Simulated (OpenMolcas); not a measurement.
Pd4+ among 6 point charges of -1.7 e arranged as a tetragonal octahedron (D4h), 2.02 Å from the ion, with the axial distance 2.424 Å.

| Item | Value |
| --- | --- |
| Program | OpenMolcas |
| Method | SS-CASPT2, IPEA 0.25 Eh, imaginary shift 0.1 Eh (closed shells correlated: 4s 4p) |
| Basis | ANO-RCC-VDZP [6s5p3d1f] |
| Scalar Hamiltonian | DKH2, point nucleus |
| Active space | 6 electrons in 5 orbitals (4d) |
| State averaging | 2S+1 = 5 even, 5 roots; 2S+1 = 3 even, 45 roots; 2S+1 = 1 even, 50 roots |
| Spin-orbit coupling | RASSI with atomic mean-field integrals over the reference wave functions |

**Question.** What is the spin-free ground state (labels of D4, the rotations of D4h)?

**Answer.** 5E, 2-fold in its orbital part, 100 % from free-ion D terms; it has the highest spin that d6 allows.

**Question.** Where is the first state of the same spin?

**Answer.** 5A1 at 2100 cm-1 above the ground state.

**Question.** What are the lowest two levels with spin-orbit coupling?

**Answer.** A 1-fold level B2, then a 2-fold level E 85 cm-1 above it. Their leading multiplicities are 5 (98 %) and 5 (98 %).

**Question.** What is χT at 300 K, and how does it compare with the textbook value?

**Answer.** The lowest level has 2S+1 = 5, for which the spin-only value is χT = S(S+1) / 2 = 3.000 cm3 K/mol (g = 2). The computed 4.889 at 300 K differs by +1.889, through orbital momentum, spin-orbit coupling and any other state in reach.

An orbital doublet at a regular site is open to a Jahn-Teller distortion, which this geometry leaves out. Point charges give a weaker field than real ligands, and real ions of this kind are as a rule low spin; the high spin found here belongs to the model. Free-ion shares, where given, are those of the reference states; single-state CASPT2 does not remix them. This is an electrostatic model: the charges have no orbitals. No measured value stands beside these numbers.
